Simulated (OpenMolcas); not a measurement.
Cr2+ with 6 ligands (fluoride) in octahedral coordination (Oh). A charge of +0.667 e stands 3.2 Å behind each ligand. Ligand basis ANO-RCC-VDZP.

```json
{
  "Program": "OpenMolcas 26.06",
  "Method": "CASSCF",
  "Basis": "ANO-RCC-VDZP [5s4p2d1f]",
  "Scalar Hamiltonian": "DKH2, point nucleus",
  "Active space": "4 electrons in 5 orbitals (3d)",
  "State averaging": "2S+1 = 5 even, 5 roots; 2S+1 = 3 even, 45 roots; 2S+1 = 1 even, 50 roots",
  "Spin-orbit coupling": "RASSI with atomic mean-field integrals over the reference wave functions"
}
```

All ligands move together. At R = 2.11 Å the first state of the same spin is 7624 cm-1, and at R = 2.24 Å it is 5297 cm-1.

Task: A third run gives 8541 cm-1. What distance was it run at?

Result: With a power law R^-n the two known points give n = -ln(5297 / 7624) / ln(2.24 / 2.11) = 6.09. Then R = 2.11 × (7624 / 8541)^(1/6.09) = 2.071 Å. The run was at 2.07 Å, so the estimate is off by +0.001 Å.

An orbital doublet at a regular site is open to a Jahn-Teller distortion, which this geometry leaves out. Without dynamic correlation the repulsion within the d shell is too large (B by tens of per cent), so at a given field states of lower spin stand too high. Ligand-to-metal charge-transfer states are missing. With no ligand orbital active B as a rule stays too high, so bands that hang on it stand too high and its fall with covalency is understated. With metal d orbitals alone and no dynamic correlation the field as a rule comes out too small, by tens of per cent, by up to half for chloride and softer ligands. No measured value stands beside these numbers; the geometry is a model, was not optimised and need not be the one that this ion takes.
